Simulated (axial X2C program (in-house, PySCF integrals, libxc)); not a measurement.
GaSn: cheaper levels and CCSD(T), 2c

Calculated with an in-house relativistic program for diatomic molecules. Two-component (2c) means X2C with spin–orbit coupling and atomic mean-field two-electron Coulomb and Gaunt terms. Basis: Sn dyall-cv3z [11s12p9d4f1g], Ga dyall-cv3z [9s9p7d4f1g] (cores contracted in-house); Gaussian nuclei, density fitting, unrestricted open shells. Masses: Sn 119.902 u, Ga 68.926 u.

State: Ω = 3/2 (⟨Sz⟩ = 1.48, ⟨Lz⟩ = 0.02 at HF); fragments Sn + Ga.

```csv
level,Re (Å),ωe (cm⁻¹)
PBE0,2.662,180.0
HF,2.752,162.0
MP2,2.687,182.1
CCSD,2.705,177.1
B3LYP,2.697,169.1
```

Correlated methods: 7 electrons correlated (number of frozen shells: Sn 4 s, 3 p, 2 d; Ga 3 s, 2 p, 1 d), 321 virtual spin orbitals or spinors in MP2, 90 natural virtuals in coupled cluster.

CCSD(T), same Hamiltonian and basis:

Re = 2.701 Å, ωe = 179.0 cm⁻¹; T1 = 0.032 (Lee–Taylor normalisation).

Q: Give the differences from CCSD(T) in the columns below.

A: 

| level | ΔRe (Å) | Δωe (cm⁻¹) |
| --- | --- | --- |
| PBE0 | -0.039 | 1.0 |
| HF | 0.051 | -17.0 |
| MP2 | -0.014 | 3.1 |
| CCSD | 0.004 | -1.9 |
| B3LYP | -0.004 | -9.9 |

Occupations by symmetry block were frozen at the best pattern of an incomplete PBE0 search. De is not given where an atomic determinant may have missed its ground term or J level, or where the truncated virtual space spoils (T). Density functionals use the spin component along the axis (collinear). Coupled cluster ran in a truncated set of natural virtual spinors; the MP2 energy of the rest was added. (T) has no such correction and the atoms are truncated less, which lowers De at CCSD(T) by a hundredth of an eV or more. PBE0 can misorder states that lie within some tenths of an eV, so this need not be the ground state of the molecule. The nearest other 2c determinant of the search, Ω = 1/2, lies 0.36 eV up at the distance of the search. Without a current term, density functionals place determinants with orbital angular momentum somewhat too high. With several unpaired electrons one determinant need not be a pure state. This is the top spin component of a Σ state; components of lower Ω are not single determinants and can lie lower. With the outer-core shells frozen, correlated bond lengths of heavy atoms tend to come out a few hundredths of an ångström too long.
